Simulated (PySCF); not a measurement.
PhOCF3, C7H5F3O.
Bonds: F1–C2, C2–F3, C2–F4, C2–O5, O5–C6, C6–C7 (aromatic), C7–C8 (aromatic), C8–C9 (aromatic), C9–C10 (aromatic), C10–C11 (aromatic), C6–C11 (aromatic). Hydrogens: H12 on C7; H13 on C8; H14 on C9; H15 on C10; H16 on C11.

The calculation used PySCF 2.14.0, PBE0-D3(BJ)/def2-SVP geometry optimisation, gas phase.

Question: Give the optimised bond lengths and angles.

Answer: 
```
           bond  length (bohr)     order
   F1–C2, C2–F3          2.519    single
          C2–F4          2.491    single
          C2–O5          2.539    single
          O5–C6          2.610    single
  C6–C7, C6–C11          2.634  aromatic
 C7–C8, C10–C11          2.632  aromatic
  C8–C9, C9–C10          2.633  aromatic
C7–H12, C11–H16          2.060    single
C8–H13, C10–H15          2.064    single
         C9–H14          2.063    single
```

Bonds in one row agree within 0.02 bohr and their mean is given. Orders are formal, as drawn. A selection of angles:
```
      angle  degrees
   F1–C2–F3    107.2
   F1–C2–O5    112.5
   F4–C2–O5    107.6
   C2–O5–C6    122.5
   O5–C6–C7    114.5
  O5–C6–C11    124.6
  C7–C6–C11    120.9
   C6–C7–C8    119.6
  C6–C7–H12    118.7
  C8–C7–H12    121.7
   C7–C8–C9    120.3
  C7–C8–H13    119.4
  C9–C8–H13    120.3
  C8–C9–C10    119.4
  C8–C9–H14    120.3
 C9–C10–C11    121.1
C10–C11–H16    119.9
 C6–C11–H16    121.4
```

Torsions: F1–C2–O5–C6 60° (synclinal); C2–O5–C6–C7 -178° (antiperiplanar).

The C–O distances run from 1.344 Å (C2–O5, drawn single) to 1.381 Å (O5–C6, drawn single), a spread of 0.037 Å. O5 (aryl ether oxygen) is bent (angle 122.5°). The 6-membered ring C6–C7–C8–C9–C10–C11 has internal angles of 118.7° to 121.1°; it is planar, 0.00 Å rms from its mean plane, widest ring torsion 0°. Of the pairs four or more bonds apart, C2···H16 is among the closest relative to their van der Waals radii: 2.65 Å, 91 % of the sum of Bondi's values.

No PBE0-D3(BJ)/def2-SVP frequencies stand behind this structure, so it isn't proved a minimum. The numbers are those of one conformer.
